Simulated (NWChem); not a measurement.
Species: InI2Cl; SMILES [Cl][In]([I])[I]

def2 effective core potentials on In, I; no spin-orbit coupling.

### Question
Give the equilibrium geometry at PBE0/def2-SVP with def2 effective core potentials on In, I (NWChem) as an XYZ file, with the point group.

### Answer
point group C2v; any orientation.
```
4

In     0.0000     0.0000    -0.5544
Cl     0.0000     0.0000    -2.8903
I      2.3205     0.0000     0.7223
I     -2.3205     0.0000     0.7223
```
